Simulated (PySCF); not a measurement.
Species: C8H16P (charge +1).
Cartesian coordinates in Å at the GFN2-xTB level; atoms count from 1:
```
atom  x, y, z in Å
C1     2.3595    1.1951    0.0577
C2     2.6368   -0.0389    0.9005
C3     1.3435   -0.6152    1.4722
P4     0.1323   -0.9680    0.1398
C5     0.7045   -2.0939   -1.1699
C6    -1.5818   -1.1010    0.6128
C7    -1.3594    0.0144   -0.0896
C8    -1.9442    1.2258   -0.6615
C9    -3.4474    1.2841   -0.4005
H10    1.9006    1.9784    0.6566
H11    1.6817    0.9470   -0.7665
H12    3.2798    1.5858   -0.3663
H13    3.2952    0.2189    1.7311
H14    3.1494   -0.7930    0.3002
H15    1.5259   -1.5493    2.0129
H16    0.8580    0.0914    2.1514
H17    1.0495   -3.0231   -0.7142
H18    1.5257   -1.6407   -1.7247
H19   -0.1244   -2.3012   -1.8450
H20   -2.3500   -1.6518    1.1112
H21   -1.4470    2.0994   -0.2283
H22   -1.7401    1.2503   -1.7364
H23   -3.8570    2.1956   -0.8255
H24   -3.6523    1.2790    0.6665
H25   -3.9495    0.4351   -0.8564
```

NICS is the negative of the GIAO shielding at a point without a nucleus: at the ring centre (0) and 1 Å above and below it (1); zz is the component along the ring normal. Level: GIAO PBE0/pcSseg-1 (PySCF, non-relativistic, gas phase) on the GFN2-xTB geometry, one conformer.

Ring bond lengths (Å), with Mayer bond orders in brackets: P4–C6 1.783 (1.05), C6–C7 1.337 (1.51), C7–P4 1.801 (0.97).

What do the NICS probes read (ppm)?

```
    ring                                                     type  NICS(0)  NICS(1), two faces  NICS(1)zz, two faces  rms pucker (Å)  centre to ring atoms, mean (Å)
P4–C6–C7  3-membered ring with P; formal bonds 1 double, 2 single    -24.2        -9.8 / -10.3         -15.8 / -16.1            0.00                            0.95
```

What do they say, and how far can they be read as aromaticity?

- P4–C6–C7: mean NICS(1)zz -16.0 ppm, shielded. P4 has four or more neighbours; no verdict on aromaticity is drawn. NICS(0) lies 14 ppm below the mean NICS(1).

Hardware: one thread, Arm Neoverse V1 (aarch64), no GPU (shared host). Cost: 54 s wall, 1.1 GiB resident at most. This is the whole shielding run at PBE0/pcSseg-1, SCF included.
